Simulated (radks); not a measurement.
Valence configurations of Bi+. Calculated with a radial shooting solver on a logarithmic mesh with Libxc functionals: Dirac Kohn-Sham, BLYP, spin-unpolarised, spherical densities, finite nucleus; open shells fill j = l - 1/2 first; Fermi nuclear charge, rms radius 5.5211 fm. Energies are relative to [Hg] 6p2; eigenvalues in eV.

[Hg] 6p2: E (eV) 0.000; e(4f5/2) -161.96; e(4f7/2) -156.47; e(5d3/2) -35.651; e(5d5/2) -32.650; e(6p1/2) -12.482
[Xe] 4f14 5d9 6s2 6p3: E (eV) 24.110; e(4f5/2) -168.47; e(4f7/2) -162.98; e(5d3/2) -40.601; e(5d5/2) -37.465; e(6p1/2) -14.204
[Xe] 4f12 5d10 6s2 6p4: E (eV) 330.62; e(4f5/2) -203.77; e(4f7/2) -197.97; e(5d3/2) -49.813; e(5d5/2) -46.160; e(6p1/2) -16.165
[Xe] 4f14 5d10 6s1 6p3: E (eV) 11.158; e(4f5/2) -164.01; e(4f7/2) -158.52; e(5d3/2) -37.555; e(5d5/2) -34.532; e(6p1/2) -13.486
[Xe] 4f14 5d10 6p4: E (eV) 22.726; e(4f5/2) -165.97; e(4f7/2) -160.48; e(5d3/2) -39.360; e(5d5/2) -36.314; e(6p1/2) -14.421
[Xe] 4f13.5 5d9 6s2 6p3.5: E (eV) 102.16; e(4f5/2) -178.78; e(4f7/2) -173.21; e(5d3/2) -44.096; e(5d5/2) -40.797; e(6p1/2) -15.110
[Xe] 4f12.5 5d9 6s2 6p4.5: E (eV) 272.77; e(4f5/2) -199.86; e(4f7/2) -194.13; e(5d3/2) -51.221; e(5d5/2) -47.596; e(6p1/2) -16.903
[Xe] 4f14 5d9.5 6p4.5: E (eV) 35.356; e(4f5/2) -169.13; e(4f7/2) -163.64; e(5d3/2) -41.734; e(5d5/2) -38.620; e(6p1/2) -15.219
[Xe] 4f14 5d9.5 6s2 6p2.5: E (eV) 11.622; e(4f5/2) -165.22; e(4f7/2) -159.72; e(5d3/2) -38.139; e(5d5/2) -35.071; e(6p1/2) -13.355
[Xe] 4f14 5d9 6s1.5 6p3.5: E (eV) 30.148; e(4f5/2) -169.46; e(4f7/2) -163.97; e(5d3/2) -41.504; e(5d5/2) -38.357; e(6p1/2) -14.674

NIST lists [Hg] 6p2 as the ground configuration; this level of theory agrees among the configurations tried. The energies are those of spherical spin-averaged densities, not of single terms.
